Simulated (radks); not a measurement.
The numbers below are computed, except where a source is named.
Question: The mean radii <r> (bohr) of the occupied orbitals of an atom or ion are listed with their occupations. Code: a radial shooting solver on a logarithmic mesh with Libxc functionals. Model: scalar-relativistic Kohn-Sham, r2SCAN, spin-polarised, spherical densities, finite nucleus; meta-GGA in the generalised Kohn-Sham scheme; Fermi nuclear charge, rms radius of each element as measured or else 0.836 A^(1/3) + 0.57 fm.

orbital  occ.      <r>
1s down     1  0.03263
1s up       1  0.03263
2s up       1   0.1415
2s down     1   0.1413
2p up       3   0.1234
2p down     3   0.1232
3s up       1   0.3748
3s down     1   0.3761
3p up       3   0.3706
3p down     3   0.3722
3d up       5   0.3412
3d down     2   0.3432

Name the element and its charge. Open shells, if any, are filled with parallel spins first.

Answer: Z = 45, rhodium, charge +20: Rh20+ in [Ar] 3d7. The 1s radius gives Z: for a bare nucleus <r> = (2 gamma + 1)/(2Z) with gamma = sqrt(1 - (Z/c)^2), 0.0321 bohr for Z = 45, and screening makes it slightly larger (0.03263 here). The occupations add up to 25, and the charge is Z minus that.
